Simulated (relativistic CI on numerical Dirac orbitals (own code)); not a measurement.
## Spin-allowed bands of a d2 ion in an octahedral site, by hand

Problem. Take Δ = 25300 cm⁻¹ and B = 660 cm⁻¹ for a d2 ion in an octahedral site. Calculate the three spin-allowed bands.

Working.
1. The terms of highest spin are 3F (energy 0) and 3P (15B = 9900 cm⁻¹). Here the F term splits into A2 at +1.2Δ = 30360, T2 at +0.2Δ = 5060 and T1 at −0.6Δ = -15180 cm⁻¹.
2. The two T1 states mix through the element 0.4Δ: H = [[-15180, 10120], [10120, 9900]], with roots ½(H₁₁ + H₂₂) ∓ ½√[(H₂₂ − H₁₁)² + 4H₁₂²] = ½(-5280) ∓ ½(32228) = -18754 and 13474 cm⁻¹.
3. The ground term is 3T1 at -18754 cm⁻¹.
4. Bands: 3T2 23814 cm⁻¹ (420 nm), 3T1(P) 32228 cm⁻¹ (310 nm), 3A2 49114 cm⁻¹ (204 nm).

Check. Exact diagonalisation of the whole d2 shell with these parameters gives 3T2 23814, 3T1 32228, 3A2 49114 cm⁻¹. The match is exact, since without spin-orbit coupling no other term has this spin. The ratio of the second band to the first, 1.353, depends on Δ/B = 38.3 alone, which is how a Tanabe-Sugano diagram is read.
